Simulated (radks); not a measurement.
Results of a calculation; reference values are marked as such.
Coulomb parameter of the 4f shell of the dysprosium ion Dy2+ in the model configuration [Xe] 4f9 6s1, as a second difference U = [E(n + 0.5) + E(n - 0.5) - 2 E(n)] / (0.5)^2 with all orbitals relaxed. "Bare": the charge of the atom changes with n. "Screened": the 6s shell takes up the change at fixed total charge, which measures U(4f,4f) + U(6s,6s) - 2 U(4f,6s). Code: a radial shooting solver on a logarithmic mesh with Libxc functionals. Model: scalar-relativistic Kohn-Sham, PBE, spin-unpolarised, spherical densities, point nucleus.

| case | configuration | E - E(n) (eV) |
|---|---|---|
| start | [Xe] 4f9 6s1 | 0.000 |
| bare +0.5 | [Xe] 4f9.5 6s1 | -10.778 |
| bare -0.5 | [Xe] 4f8.5 6s1 | 15.270 |
| screened +0.5 | [Xe] 4f9.5 6s0.5 | -3.751 |
| screened -0.5 | [Xe] 4f8.5 6s1.5 | 5.648 |

U(bare) = 17.970 eV, U(screened by 6s) = 7.587 eV, against the Slater integral F0(4f,4f) = 31.401 eV with frozen orbitals.
